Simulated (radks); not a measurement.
Task: Species: Fe III. Configuration: [Ne] 3s2 3p5 3d6 4p1 (not the ground configuration). All-electron calculation, Dirac Kohn-Sham, RPBE, spin-unpolarised, spherical densities, finite nucleus; open shells are shared between the two j in proportion to 2j + 1; Fermi nuclear charge, rms radius 3.7377 fm. Program: a radial shooting solver on a logarithmic mesh with Libxc functionals.

Spin-orbit splittings of the eigenvalues, e(l+1/2) - e(l-1/2), with zeta = 2 splitting/(2l+1) and mean radii in bohr:

shell  occ.  splitting (eV)  zeta (eV)  <r> j=l-1/2  <r> j=l+1/2
2p        6           12.51      8.337       0.2332       0.2363
3p        5           1.583      1.055       0.8379       0.8465
3d        6          0.1778    0.07112       0.9917       0.9954
4p        1          0.1409    0.09393        2.809        2.831
4d        0               ?          ?        4.199        4.204

Estimate the 4d splitting.

Result: 0.01164 eV (zeta = 0.004657 eV).
